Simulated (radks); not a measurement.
Effect of the nuclear size on neutral platinum, [Xe] 4f14 5d9 6s1. All-electron calculation, Dirac Kohn-Sham, BLYP, spin-unpolarised, spherical densities, finite nucleus; open shells are shared between the two j in proportion to 2j + 1; Fermi nuclear charge, rms radius 5.427 fm. Program: a radial shooting solver on a logarithmic mesh with Libxc functionals. The rms radius is varied about that value; shifts are against it.

| rms radius (fm) | total energy shift (eV) | density at nucleus (e/bohr^3) | 1s1/2 shift (meV) | 2s1/2 shift (meV) | 5s1/2 shift (meV) | 6s1/2 shift (meV) | 5d5/2 shift (meV) | 6p1/2 (empty) shift (meV) |
|---|---|---|---|---|---|---|---|---|
| 4.7812 | -19.7 | 2.075e+06 | -7930 | -1160 | -12.6 | -0.934 | 0.363 | 0.096 |
| 5.1774 | -7.81 | 2.012e+06 | -3140 | -459 | -4.99 | -0.370 | 0.144 | 0.038 |
| 5.427 | 0 | 1.975e+06 | 0.000 | 0.000 | 0.000 | 0.000 | 0.000 | 0.000 |
| 5.6983 | 8.74 | 1.938e+06 | 3510 | 514 | 5.59 | 0.414 | -0.161 | -0.042 |
| 6.062 | 20.9 | 1.892e+06 | 8380 | 1230 | 13.3 | 0.988 | -0.384 | -0.101 |

Slopes of the eigenvalues against <r^2> in GHz/fm^2, as finite differences over the two radii next to the reference (eigenvalue slopes, not the field-shift constants of lines): 1s1/2 284000, 2s1/2 41500, 5s1/2 452, 6s1/2 33.4, 5d5/2 -13.0, 6p1/2 (empty) -3.42.
